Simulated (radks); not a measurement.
The numbers below are computed, except where a source is named.
Q: These are the eigenvalues of the occupied orbitals of an atom or ion with whole-number occupations (hartree). Code: a radial shooting solver on a logarithmic mesh with Libxc functionals. Model: Dirac Kohn-Sham, PBE, spin-unpolarised, spherical densities, finite nucleus; Fermi nuclear charge, rms radius of each element as measured or else 0.836 A^(1/3) + 0.57 fm.

1s1/2: -405.0241
2s1/2: -52.73450
2p1/2: -47.16407
2p3/2: -45.99279
3s1/2: -8.44076
3p1/2: -6.59683
3p3/2: -6.43569
3d3/2: -3.29718
3d5/2: -3.27379
4p1/2: -1.64430

Which element is it, and in what charge state? The configuration may be excited. Open shells, if any, fill j = l - 1/2 first.

A: Z = 32, germanium, charge +4: Ge4+ in [Ar] 3d9 4p1. The list shows which subshells hold electrons but not how many an open one holds; the 1s level, -405.02 hartree, gives Z - s = 28.5 by -(Z - s)^2/2, which with screening and relativity narrows Z to a few neighbours, and the depths of the outer levels then fix element, charge and occupations together.
